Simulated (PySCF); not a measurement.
C₃H₆O. Atoms are numbered in the order given.

```xyz
10

C     -1.3070     0.0000     0.6087
C      0.0000     0.0000    -0.1623
C      1.3070     0.0000     0.6087
O      0.0000     0.0000    -1.3711
H     -1.8864    -0.8774     0.3154
H     -1.1727     0.0000     1.6886
H     -1.8864     0.8774     0.3154
H      1.8864    -0.8774     0.3154
H      1.8864     0.8774     0.3154
H      1.1727     0.0000     1.6886
```

Coordinates come from a B3LYP-D3(BJ)/def2-TZVP optimisation.

These are PySCF 2.14.0 with TDDFT-B3LYP/def2-SVPD values and carry that method's errors.

Vertical excitations. Isolated molecule, no solvent. State labels are in the subgroup C2v.

Computed excitation energies, oscillator strengths and character:
| state | symmetry | energy (eV) | λ (nm) | f | main pairs |
|---|---|---|---|---|---|
| S1 | A2 | 4.29 | 289 | 0.000 | HOMO→LUMO 99 % |
| S2 | B1 | 6.47 | 192 | 0.039 | HOMO→LUMO+1 99 % |
| S3 | A1 | 7.57 | 164 | 0.000 | HOMO→LUMO+2 92 % |
| S4 | B1 | 8.01 | 155 | 0.001 | HOMO→LUMO+3 99 % |
| S5 | A2 | 8.28 | 150 | 0.000 | HOMO−2→LUMO 98 % |
| S6 | B1 | 8.32 | 149 | 0.023 | HOMO→LUMO+4 97 % |
| S7 | A1 | 8.35 | 148 | 0.106 | HOMO−1→LUMO 85 % |
| S8 | A2 | 8.42 | 147 | 0.000 | HOMO→LUMO+5 97 % |
| S9 | B2 | 8.58 | 145 | 0.005 | HOMO−3→LUMO 98 % |
| S10 | A1 | 9.00 | 138 | 0.148 | HOMO→LUMO+6 98 % |
| T1 | A2 | 3.77 | 329 | 0 | HOMO→LUMO 98 % |
| T2 | A1 | 5.78 | 214 | 0 | HOMO−1→LUMO 93 % |
| T3 | B1 | 6.39 | 194 | 0 | HOMO→LUMO+1 99 % |
| T4 | A1 | 7.45 | 166 | 0 | HOMO→LUMO+2 99 % |
Triplets are in the Tamm–Dancoff approximation, which puts them higher than full response would, so one can lie above its singlet here.
